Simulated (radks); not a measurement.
Q: The mean radii <r> (bohr) of the occupied orbitals of an atom or ion are listed with their occupations. Calculated with a radial shooting solver on a logarithmic mesh with Libxc functionals: scalar-relativistic Kohn-Sham, SCAN, spin-polarised, spherical densities, finite nucleus; meta-GGA in the generalised Kohn-Sham scheme; Fermi nuclear charge, rms radius of each element as measured or else 0.836 A^(1/3) + 0.57 fm.

| orbital | occ. | <r> |
|---|---|---|
| 1s up | 1 | 0.02666 |
| 1s down | 1 | 0.02666 |
| 2s up | 1 | 0.1145 |
| 2s down | 1 | 0.1144 |
| 2p up | 3 | 0.1002 |
| 2p down | 3 | 0.1002 |
| 3s up | 1 | 0.3034 |
| 3s down | 1 | 0.3034 |
| 3p up | 3 | 0.3010 |
| 3p down | 3 | 0.3009 |
| 3d up | 5 | 0.2766 |
| 3d down | 5 | 0.2765 |
| 4s up | 1 | 0.6578 |
| 4s down | 1 | 0.6582 |
| 4p up | 3 | 0.6801 |
| 4p down | 2 | 0.6806 |

Name the element and its charge. Open shells, if any, are filled with parallel spins first.

A: Z = 54, xenon, charge +19: Xe19+ in [Ar] 3d10 4s2 4p5. The 1s radius gives Z: for a bare nucleus <r> = (2 gamma + 1)/(2Z) with gamma = sqrt(1 - (Z/c)^2), 0.02628 bohr for Z = 54, and screening makes it slightly larger (0.02666 here). The occupations add up to 35, and the charge is Z minus that.
